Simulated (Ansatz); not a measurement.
Cost and result for the atomization energy of FGaH2O2, SMILES `[OH][Ga]([OH])[F]` (6 atoms, 5 bonds).

Charge 0, multiplicity 1. Correlated methods include outer-core shells of Ga, which these sets cover unevenly. Scalar relativity is left out up to krypton. The geometry is a stationary point of PBE0-D4/def2-TZVP. It is one conformer, not always the lowest. Program: Ansatz. All runs use 2 threads of a server CPU on a shared host. Times are those of one run each, without the atoms' runs, and a repeat can differ threefold. Electronic energies, without spin–orbit coupling; frozen cores. CCSD(T)/CBS adds CCSD(T) − MP2 in def2-TZVPP to the MP2 limit, and its time is that of the two runs behind it. T1 = 0.014. With those shells the extrapolation isn't a true limit. B3LYP takes the VWN-RPA correlation (the form of Gaussian; ORCA's B3LYP/G).

CCSD(T)/CBS is a level of theory with its own doubt, some kJ/mol a heavy atom from the limit and from the frozen cores, so smaller differences don't rank the functionals.

| level | functions | wall time |
| --- | --- | --- |
| revPBE-D4/def2-TZVPP | 169 | 2.1 s |
| CAM-B3LYP-D4/def2-TZVPP | 169 | 6 s |
| LDA (SPW92)/def2-TZVPP | 169 | 6 s |
| BHLYP-D4/def2-TZVPP | 169 | 6.5 s |
| B3LYP-D4/def2-TZVPP (with forces) | 169 | 6.5 s |
| CCSD(T)/def2-SVP | 84 | 6.5 s |
| r2SCAN-D4/def2-TZVPP (with forces) | 169 | 9 s |
| B2PLYP/def2-TZVPP | 169 | 13 s |
| ωB97M-V/def2-TZVPP (with forces) | 169 | 14 s |
| ωB97X-V/def2-TZVPP | 169 | 14 s |
| MP2/def2-QZVPP | 320 | 21 s |
| CCSD(T)/def2-TZVPP | 169 | 73 s |
| CCSD(T)/CBS(def2) | – | 94 s |

Problem. What atomization energy does each give, and how far from CCSD(T)/CBS? (Best estimate.)

Solution. The calculation gave: 
```
                             level  atomization (kcal/mol)  difference from CCSD(T)/CBS  per bond
              revPBE-D4/def2-TZVPP                   499.8                        -16.3      -3.3
           CAM-B3LYP-D4/def2-TZVPP                   508.9                         -7.2      -1.4
            LDA (SPW92)/def2-TZVPP                   601.0                         84.9      17.0
               BHLYP-D4/def2-TZVPP                   474.5                        -41.6      -8.3
 B3LYP-D4/def2-TZVPP (with forces)                   500.6                        -15.5      -3.1
                  CCSD(T)/def2-SVP                   475.3                        -40.8      -8.2
r2SCAN-D4/def2-TZVPP (with forces)                   511.6                         -4.5      -0.9
                 B2PLYP/def2-TZVPP                   504.6                        -11.5      -2.3
  ωB97M-V/def2-TZVPP (with forces)                   507.6                         -8.5      -1.7
                ωB97X-V/def2-TZVPP                   510.4                         -5.7      -1.1
                    MP2/def2-QZVPP                   535.5                         19.4       3.9
                CCSD(T)/def2-TZVPP                   502.1                        -14.0      -2.8
                 CCSD(T)/CBS(def2)                   516.1                          0.0       0.0
```

From r2SCAN to r2SCAN0 (25 % exact exchange), in def2-TZVPP and without D4, the atomization energy moves by −18.7 kcal/mol: exact exchange takes away binding that semilocal exchange gives to molecules. At CCSD(T), def2-SVP lies −40.9 kcal/mol from the extrapolated value and def2-TZVPP −14.1 kcal/mol: correlation converges slowly with the basis, and small sets miss more of it in the bonded molecule than in its fragments. In def2-TZVPP, CCSD(T) changes the Hartree–Fock value by +164.7 kcal/mol (the triples alone add +10.7 kcal/mol) and MP2 by +189.4 kcal/mol; breaking electron pairs costs correlation energy, which Hartree–Fock lacks.
